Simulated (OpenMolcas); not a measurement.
**How methods differ on GaH2O2F (SMILES [OH][Ga]([OH])[F])**

GaH2O2F: 6 atoms, total charge 0, spin state singlet. As SMILES, `[OH][Ga]([OH])[F]`. The coordinates come from a PBE0-D4/def2-TZVP relaxation. This is one conformer, not always the lowest.

Each level gives the vertical ionisation energy (to the doublet cation) (eV). The values are calculated.

| level | kind | program | value (eV) | CPU time (all runs) |
| --- | --- | --- | --- | --- |
| HF/6-31G* (spherical functions) | Hartree–Fock | OpenMolcas | 10.81 | 19 s |
| PBE/6-31G* (spherical functions) | GGA | OpenMolcas | 11.03 | 2 min |
| revPBE/6-31G* (spherical functions) | GGA | OpenMolcas | 10.96 | 2.6 min |
| r2SCAN/6-31G* (spherical functions) | meta-GGA | OpenMolcas | 11.32 | 2.5 min |
| B3LYP/6-31G* (spherical functions) | global hybrid | OpenMolcas | 11.51 | 73 s |
| BHLYP/6-31G* (spherical functions) | global hybrid | OpenMolcas | 11.90 | 79 s |
| PBE0/6-31G* (spherical functions) | global hybrid | OpenMolcas | 11.58 | 71 s |
| B3LYP/6-31G* (Cartesian functions) | global hybrid | OpenMolcas | 11.49 | 83 s |

All-electron rows without a relativistic Hamiltonian named are non-relativistic. The values span 10.81 to 11.90 eV. Times are those of the runs behind each value, whatever else they computed, on shared processors of several kinds: orders of magnitude only.
